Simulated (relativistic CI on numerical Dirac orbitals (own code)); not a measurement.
## Cr5+ in a cubic cluster: 2p photoemission with charge transfer

Computed with a charge-transfer multiplet model of a cubic metal-ligand cluster with up to 2 ligand holes, Slater and spin-orbit integrals from Dirac-Coulomb-Breit ions, Slater integrals scaled by 0.9. The ground state mixes d1 with configurations of k ligand holes L, whose averages lie at kΔ + k(k − 1)U_dd/2; a core hole lowers each added d electron by U_cd. 20 K, Lorentzian 0.6 eV and Gaussian 0.8 eV FWHM.

Atomic integrals in eV (Slater integrals scaled, ζ unscaled), ground: F2dd 10.549, F4dd 6.644, zeta_d 0.045; with the core hole: F2dd 10.549, F4dd 6.644, zeta_d 0.067, zeta_core 5.615, F2cd 7.753, G1cd 6.119, G3cd 3.485. Where a configuration has fewer than two d electrons, the dd integrals are those of d2.

Cluster parameters (eV): Δ = -0.4, U_dd = 4.9, 10Dq = 0.2, 10Dq(ligand) = 0.9, V(eg) = 3.5, V(t2g) = -1.74, final-state hopping factor = 0.8.

```csv
Case,n_d,d1,d2L,d3L2,S
U_cd = 4.5 eV,2.03,0.21,0.55,0.24,0.50
U_cd = 5.1 eV,2.03,0.21,0.55,0.24,0.50
U_cd = 5.7 eV,2.03,0.21,0.55,0.24,0.50
```

Weights, n_d and S are thermal averages at 20 K. Binding energies count from the first peak over 30 % of the highest in each spectrum, which can be another peak from case to case. The parameters are a model scan and need not match a compound or its usual spin state. Peaks in eV (height, largest 100):
- U_cd = 4.5 eV: 0.0 (100), 3.4 (13), 9.8 (38), 12.4 (14)
- U_cd = 5.1 eV: 0.0 (100), 3.4 (13), 9.8 (38), 12.5 (14)
- U_cd = 5.7 eV: 0.0 (100), 3.3 (13), 9.8 (39), 12.4 (15)

Curve for U_cd = 4.5 eV (points under 2 left out, the grid thinned):

| E (eV) | Intensity |
| --- | --- |
| -3.7 | 2.1 |
| -3.2 | 2.9 |
| -2.7 | 4.3 |
| -2.3 | 6.5 |
| -1.8 | 14.1 |
| -1.3 | 35.7 |
| -0.8 | 68.6 |
| -0.3 | 94.8 |
| 0.2 | 97.4 |
| 0.6 | 81.7 |
| 1.1 | 51.1 |
| 1.6 | 26.4 |
| 2.1 | 14.7 |
| 2.6 | 11.6 |
| 3.0 | 12.2 |
| 3.5 | 12.7 |
| 4.0 | 11.2 |
| 4.5 | 10.3 |
| 5.0 | 10.0 |
| 5.5 | 9.4 |
| 5.9 | 9.4 |
| 6.4 | 10.5 |
| 6.9 | 12.7 |
| 7.4 | 16.7 |
| 7.9 | 20.0 |
| 8.3 | 20.7 |
| 8.8 | 23.1 |
| 9.3 | 31.4 |
| 9.8 | 37.7 |
| 10.3 | 30.7 |
| 10.8 | 19.0 |
| 11.2 | 13.3 |
| 11.7 | 12.1 |
| 12.2 | 13.7 |
| 12.7 | 13.3 |
| 13.2 | 11.1 |
| 13.6 | 9.4 |
| 14.1 | 8.0 |
| 14.6 | 6.4 |
| 15.1 | 5.0 |
| 15.6 | 3.9 |
| 16.1 | 3.4 |
| 16.5 | 3.2 |
| 17.0 | 2.6 |
| 17.5 | 2.0 |

For the case U_cd = 5.7 eV, Δ = -0.4 eV is smaller than U_dd = 4.9 eV, the charge-transfer side of the Zaanen-Sawatzky-Allen scheme (negative Δ: between configuration averages a ligand hole costs less than the nominal valence; multiplet and field energies can change this for the lowest states). With the core hole the configuration with one ligand hole lies at Δ − U_cd = -4.9, -5.5, -6.1 eV from the one without, in the order of the table; where this is negative the screened configuration lies lower, though the effective hopping of about 5.9 eV (from the holes of the mixed ground state) mixes the two strongly wherever it is as large as the gap.

With at most 2 ligand holes the space is cut while the next configuration still counts, so covalency is underestimated, and a final configuration with one more ligand hole, which can lie low, is missing from the spectra.
